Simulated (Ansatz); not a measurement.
System: H₂Be, singlet: symmetric bend, bond length relaxed. Scanned: H-Be-H angle. Other coordinates (Be-H bond length) were minimised at B3LYP/def2-TZVP.

The free coordinates were minimised at B3LYP/def2-TZVP in PySCF; the energy column is CCSD(T) on RHF/aug-cc-pVQZ, frozen core run with Ansatz (a quantum-chemistry and plane-wave program), in kJ/mol.

| a / ° | Be-H bond length / Å | E |
|---|---|---|
| 180 | 1.330 | 0.0 |
| 167 | 1.330 | 3.4 |
| 157 | 1.332 | 10.7 |
| 147 | 1.334 | 22.3 |
| 137 | 1.336 | 38.4 |
| 127 | 1.340 | 59.3 |
| 117 | 1.344 | 85.5 |
| 107 | 1.350 | 117.5 |
| 97 | 1.356 | 156.2 |
| 87 | 1.363 | 202.3 |
| 77 | 1.369 | 256.8 |
| 67 | 1.373 | 319.8 |
| 60 | 1.374 | 368.1 |
